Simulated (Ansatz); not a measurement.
CH7InSSi, SMILES `[CH3][InH][S][SiH3]`, relaxed with RKS PBE0-D4/def2-TZVP in the Gaussian-basis code of Ansatz from a GFN2-xTB geometry. The force threshold is 0.005 eV/Å; the program also tests the step.

Total charge 0; spin multiplicity 1. In takes the def2 core potential.

Start:

```xyz
11

C     2.539   -1.084    0.658
In    0.772   -0.079   -0.251
S    -1.229    0.089    1.116
Si   -2.579    0.919   -0.326
H     2.780   -1.998    0.119
H     2.250   -1.321    1.682
H     3.405   -0.425    0.656
H     0.654    0.640   -1.847
H    -3.740    1.259    0.482
H    -2.881   -0.101   -1.337
H    -1.971    2.100   -0.951
```

(1) How much energy does the relaxation release, and in how many steps? (An estimate is asked.)

(2) Which bonds change most? (Best estimate.)

(3) Give the relaxed structure. (An estimate is asked.)

Answers

(1) Computed: 11.25 kJ/mol, in 15 steps.

(2) Ansatz gave: C1–In2 from 2.227 to 2.138 Å; In2–H8 from 1.755 to 1.717 Å; Si4–H9 from 1.455 to 1.485 Å; Si4–H10 from 1.468 to 1.487 Å.

(3) Computed: 
```xyz
11

C     2.481   -1.044    0.666
In    0.794   -0.170   -0.315
S    -1.139    0.042    1.108
Si   -2.498    0.927   -0.268
H     2.755   -1.977    0.171
H     2.240   -1.246    1.709
H     3.335   -0.366    0.616
H     0.562    0.404   -1.916
H    -3.783    1.147    0.443
H    -2.746    0.049   -1.443
H    -2.001    2.235   -0.773
```
